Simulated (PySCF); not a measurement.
C5H7N2 (charge +1).
Bonds: C1–N2, N2–C3 (aromatic), C3–C4 (aromatic), C4–N5 (aromatic), N5–C6 (aromatic), C6–C7 (aromatic), N2–C7 (aromatic). Hydrogens: H8, H9, H10 on C1; H11 on C3; H12 on C4; H13 on C6; H14 on C7.

Definitions: NICS(0) = −σiso at the ring centroid; NICS(1) = −σiso and NICS(1)zz = −σzz at ±1 Å along the ring normal z. Level: GIAO PBE0/pcSseg-1 (PySCF, non-relativistic, gas phase) on the GFN2-xTB geometry, one conformer.

Ring bond lengths (Å), with Mayer bond orders in brackets: N2–C3 1.335 (1.24), C3–C4 1.392 (1.37), C4–N5 1.317 (1.48), N5–C6 1.319 (1.46), C6–C7 1.389 (1.39), C7–N2 1.338 (1.23).

Task: Give the NICS values of each ring in ppm.

Result: 
| ring | type | NICS(0) | NICS(1), two faces | NICS(1)zz, two faces | rms pucker (Å) | centre to ring atoms, mean (Å) |
| --- | --- | --- | --- | --- | --- | --- |
| N2–C3–C4–N5–C6–C7 | 6-membered ring with 2 N; formal bonds all aromatic | -7.1 | -11.0 / -11.0 | -27.9 / -27.7 | 0.00 | 1.35 |

Task: What can be read from them?

Result: 
- N2–C3–C4–N5–C6–C7: mean NICS(1)zz -27.8 ppm, shielded, aromatic by this magnetic criterion (flat ring, no four-coordinate atom).

Task: And the bond-length index? HOMA = 1 − mean of α(R − Ropt)² over the ring bonds, with Krygowski's 1993 parameters (CC: Ropt 1.388 Å, α 257.7 Å⁻²; CN: Ropt 1.334 Å, α 93.52 Å⁻²).

Result: 
- N2–C3–C4–N5–C6–C7: HOMA 0.99; the largest term is that of C4–N5, α(R − Ropt)² = 0.03. The geometric and the magnetic index point the same way.

Hardware: one thread of an Arm Neoverse V2, shared host. Cost: 13 s wall. This is the whole shielding run at PBE0/pcSseg-1, SCF included.
